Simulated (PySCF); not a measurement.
# Magnetic susceptibility: `C1(CC(=O)O)=COC=CO1`, C6H6O4

Geometry:
```
atom   x (Å)   y (Å)   z (Å)
  O1   1.843  -0.089   1.532
  C2   2.088   0.278   0.418
  O3   3.153   1.026   0.114
  C4   1.273  -0.048  -0.822
  C5  -0.175  -0.208  -0.482
  C6  -0.756  -1.356  -0.166
  O7  -2.086  -1.483   0.198
  C8  -2.680  -0.252   0.416
  C9  -2.110   0.900   0.111
 O10  -0.857   1.009  -0.471
 H11   3.674   1.220   0.910
 H12   1.669  -0.974  -1.243
 H13   1.401   0.761  -1.541
 H14  -0.236  -2.297  -0.151
 H15  -3.649  -0.337   0.874
 H16  -2.560   1.859   0.295
```

Method used: GIAO PW91/6-31G magnetisability, rotational g tensor and spin-rotation constants, non-relativistic, gas phase (PySCF). Geometry: GFN2-xTB.

(1) How diamagnetic is it, and how anisotropic?

(2) Split it along the inertial axes a, b, c into diamagnetic and paramagnetic parts about the centre of mass, with the quadrupole moment.

(3) And the rotational g tensor?

Answers

(1) Isotropic -994 × 10⁻³⁰ J/T², or -59.9 × 10⁻⁶ cm³/mol; principal values -1219, -1111, -653 × 10⁻³⁰ J/T², anisotropy 521 × 10⁻³⁰ J/T² (root of half the summed squared differences of the principal values). The susceptibility is in cgs units.

(2) 
| axis | χ (10⁻⁶ cm³/mol) | diamagnetic (10⁻⁶ cm³/mol) | paramagnetic (10⁻⁶ cm³/mol) | summed x² of all electrons (Å²) | quadrupole Θ (D Å) |
| --- | --- | --- | --- | --- | --- |
| a | -64.8 | -472.7 | 407.9 | 313.7 | +9.72 |
| b | -69.1 | -1520.1 | 1451.0 | 66.9 | -4.61 |
| c | -45.7 | -1614.7 | 1569.0 | 44.6 | -5.11 |

Anisotropies 2χaa − χbb − χcc = -14.9 and 2χbb − χaa − χcc = -27.7 × 10⁻⁶ cm³/mol. Θ is traceless in Buckingham's convention.

(3) 
| axis | rotational constant (GHz) | g | nuclear part | electronic part |
| --- | --- | --- | --- | --- |
| a | 3.2269 | -0.0542 | 0.5641 | -0.6183 |
| b | 0.8045 | -0.0087 | 0.5397 | -0.5484 |
| c | 0.7537 | -0.0164 | 0.5392 | -0.5556 |

Asymmetric top; isotopes 12C, 1H, 16O; no vibrational averaging.
